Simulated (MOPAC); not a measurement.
MOPAC input (MNDO):

```
MNDO 1SCF CHARGE=1 GEO-OK AUX(PRECISION=9) THREADS=1
HCl2Si

Cl   -1.70065562 1   -0.32158786 1    0.05694345 1
Si    0.00102501 1    0.63883195 1   -0.00618000 1
Cl    1.69961322 1   -0.32808452 1   -0.05065858 1
H     0.00337071 1    2.10078307 1   -0.02032277 1
```

Output:

```
 *******************************************************************************
 **                                                                           **
 **                              MOPAC v23.2.5                                **
 **                                                                           **
 *******************************************************************************
 ** MOPAC's Digital Object Identifier: https://doi.org/10.5281/zenodo.6511958 **
 **                                                                           **
 ** Please cite the open-source release paper for use of this MOPAC version:  **
 ** J. E. Moussa and J. J. P. Stewart (2026)                                  **
 ** MOPAC: An open-source semiempirical molecular orbital program             **
 ** J. Open Source Softw., 11(119), 8025, https://doi.org/10.21105/joss.08025 **
 *******************************************************************************

                              MNDO CALCULATION RESULTS

 *******************************************************************************
 *  MNDO       - The MNDO Hamiltonian to be used
 *  GEO-OK     - OVERRIDE INTERATOMIC DISTANCE AND OTHER SAFETY CHECKS
 *
 *
 *
 *                 CHARGE ON SYSTEM = +1
 *
 *
 *
 *  1SCF       - DO 1 SCF AND THEN STOP
 *  AUX        - OUTPUT AUXILIARY INFORMATION
 *******************************************************************************
MNDO 1SCF CHARGE=1 GEO-OK AUX(PRECISION=9) THREADS=1
 HCl2Si

   ATOM   CHEMICAL          X               Y               Z
  NUMBER   SYMBOL      (ANGSTROMS)     (ANGSTROMS)     (ANGSTROMS)

     1      Cl         -1.70065562  *  -0.32158786  *   0.05694345  *
     2      Si          0.00102501  *   0.63883195  *  -0.00618000  *
     3      Cl          1.69961322  *  -0.32808452  *  -0.05065858  *
     4       H          0.00337071  *   2.10078307  *  -0.02032277  *

          CARTESIAN COORDINATES

    NO.       ATOM           X           Y           Z

     1        Cl         -1.7007     -0.3216      0.0569
     2        Si          0.0010      0.6388     -0.0062
     3        Cl          1.6996     -0.3281     -0.0507
     4         H          0.0034      2.1008     -0.0203

  H: (MNDO): M.J.S. DEWAR, W. THIEL, J. AM. CHEM. SOC., 99, 4899, (1977)
 Si: (MNDO): M.J.S.DEWAR, ET. AL. ORGANOMETALLICS  5, 375 (1986)
 Cl: (MNDO): M.J.S.DEWAR, H.S.RZEPA, J. COMP. CHEM., 4, 158, (1983)

           Empirical Formula: H Cl2 Si  =     4 atoms

      MOLECULAR POINT GROUP   :   C2v

      RHF CALCULATION, NO. OF DOUBLY OCCUPIED LEVELS = 9

 -------------------------------------------------------------------------------
 MNDO 1SCF CHARGE=1 GEO-OK AUX(PRECISION=9) THREADS=1
 HCl2Si

     1SCF WAS SPECIFIED, SO BFGS WAS NOT USED
     SCF FIELD WAS ACHIEVED

                              MNDO CALCULATION
                                                       MOPAC v23.2.5 Linux

          FINAL HEAT OF FORMATION =        145.98714 KCAL/MOL =     610.81021 KJ/MOL

          COSMO AREA              =        110.30 SQUARE ANGSTROMS
          COSMO VOLUME            =         98.99 CUBIC ANGSTROMS

          IONIZATION POTENTIAL    =         18.755143 EV
          HOMO LUMO ENERGIES (EV) =        -18.755 -7.793
          NO. OF FILLED LEVELS    =          9
          MOLECULAR WEIGHT        =         99.9994         POINT GROUP:  C2v

          MOLECULAR DIMENSIONS (Angstroms)

            Atom       Atom       Distance
           Cl     3   Cl     1     3.40198
           Cl     1    H     4     2.42574
           Cl     3   Si     2     0.00000

          SCF CALCULATIONS        =          1

   ATOM   CHEMICAL          X               Y               Z
  NUMBER   SYMBOL      (ANGSTROMS)     (ANGSTROMS)     (ANGSTROMS)

     1      Cl         -1.70065562  *  -0.32158786  *   0.05694345  *
     2      Si          0.00102501  *   0.63883195  *  -0.00618000  *
     3      Cl          1.69961322  *  -0.32808452  *  -0.05065858  *
     4       H          0.00337071  *   2.10078307  *  -0.02032277  *

                             CARTESIAN COORDINATES

   1   Cl       -1.700655620    -0.321587860     0.056943450
   2   Si        0.001025010     0.638831950    -0.006180000
   3   Cl        1.699613220    -0.328084520    -0.050658580
   4    H        0.003370710     2.100783070    -0.020322770

           Empirical Formula: H Cl2 Si  =     4 atoms

      MOLECULAR POINT GROUP   :   C2v

                  EIGENVALUES
 -33.18841 -31.70222 -26.09762 -21.50483 -20.89502 -19.85752 -19.12790 -19.03779
 -18.75514  -7.79340  -7.36003  -6.16314  -5.30342

              NET ATOMIC CHARGES AND DIPOLE CONTRIBUTIONS

  ATOM NO.   TYPE          CHARGE      No. of ELECS.   s-Pop       p-Pop
    1         Cl          -0.249114        7.2491     1.98451     5.26461
    2         Si           1.599248        2.4008     1.13611     1.26464
    3         Cl          -0.249114        7.2491     1.98451     5.26461
    4          H          -0.101019        1.1010     1.10102
 DIPOLE           X         Y         Z       TOTAL
 POINT-CHG.     0.008     4.808    -0.047     4.808
 HYBRID        -0.000    -0.260     0.003     0.260
 SUM            0.007     4.548    -0.044     4.548

          ATOMIC ORBITAL ELECTRON POPULATIONS

     Atom    s        px        py        pz
    1 Cl   1.98451   1.50066   1.84277   1.92117
    2 Si   1.13611   0.53181   0.57592   0.15691
    3 Cl   1.98451   1.50227   1.84086   1.92148
    4  H   1.10102

 **********************
 *                    *
 * JOB ENDED NORMALLY *
 *                    *
 **********************

 == MOPAC DONE ==
```

The dipole moment of an ion depends on the origin.
